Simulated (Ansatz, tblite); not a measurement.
Forces on Ag5Te2⁺ at its PBE-D4/def2-SVP geometry. The state is a singlet with charge 1.

In the def2 sets Ag, Te take a core potential; there is no spin–orbit coupling. The xTB rows come from tblite. No other spin state of charge 1 was run. Another isomer (singlet) lies 0.05 eV lower at PBE0-D4/def2-TZVP; other spin states weren't run for this one.

GFN1-xTB (tblite), largest force 1.15 eV/Å:

```xyz
7
positions Å, forces eV/Å
Ag   -0.811    2.954    0.032    0.328   -0.233    0.005
Ag   -1.364   -1.880   -1.751    0.210   -0.011    0.484
Ag   -1.281    0.210    0.345    0.319   -0.095   -0.192
Ag    1.124   -0.152    1.761   -0.103   -0.162   -0.320
Ag    1.133   -0.640   -1.051   -0.264    0.084    0.314
Te    1.613    1.919   -0.027   -0.734   -0.610    0.167
Te   -0.413   -2.411    0.691    0.243    1.028   -0.458
```

GFN2-xTB (tblite), largest force 0.55 eV/Å:

```
Ag -0.045 0.147 0.057
Ag -0.061 -0.113 -0.106
Ag -0.240 0.132 -0.108
Ag 0.174 0.004 0.405
Ag -0.026 -0.199 -0.204
Te 0.265 0.473 -0.087
Te -0.067 -0.444 0.043
```

PBE-D4/def2-TZVP (Ansatz), largest force 0.25 eV/Å:

```
Ag 0.144 -0.080 -0.003
Ag 0.070 0.007 0.150
Ag 0.087 -0.086 -0.016
Ag -0.037 0.015 -0.119
Ag -0.063 0.035 0.099
Te -0.196 -0.089 0.036
Te -0.006 0.199 -0.148
```
